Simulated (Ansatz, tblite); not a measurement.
Removing an electron: [Cu(NH2)2]- (CuN₂H₄⁻). Total charge -1; singlet. Geometry: r2SCAN-D4/def2-TZVPD. Ansatz, gas phase; energy differences of separate SCF runs; the oxidised species was run as a doublet alone.

```xyz
7

Cu   -0.042   -0.007    0.116
N     0.522   -1.768    0.313
H     1.157   -2.037   -0.441
H    -0.260   -2.420    0.222
N    -0.664    1.745    0.085
H    -0.689    2.110   -0.869
H    -0.025    2.375    0.574
```

The xTB rows come from tblite.

| level | −HOMO (eV) | vertical IE (eV) | −LUMO (eV) | HOMO–LUMO gap (eV) |
| --- | --- | --- | --- | --- |
| GFN1-xTB | 3.74 | 6.90 | -1.94 | 5.69 |
| PBE0-D4/def2-TZVPD | 0.46 | 2.35 | -4.05 | 4.51 |

Question: Estimate the rows for r2SCAN-D4/def2-TZVPD.

Answer: 
```csv
level,−HOMO (eV),vertical IE (eV),−LUMO (eV),HOMO–LUMO gap (eV),remarks
r2SCAN-D4/def2-TZVPD,-0.70,2.20,-3.87,3.17,HOMO above zero (-1 singlet)
```

Run but left out: PBE-D4/def2-TZVPD (neutral doublet: an occupied level 0.01 eV above an empty one).  A HOMO above zero means that the electron is unbound at that level or that self-interaction error raises the level; the energy of removing that electron tells which. Raw xTB energy differences between charge states are shifted by several eV; the methods need an empirical correction for them.
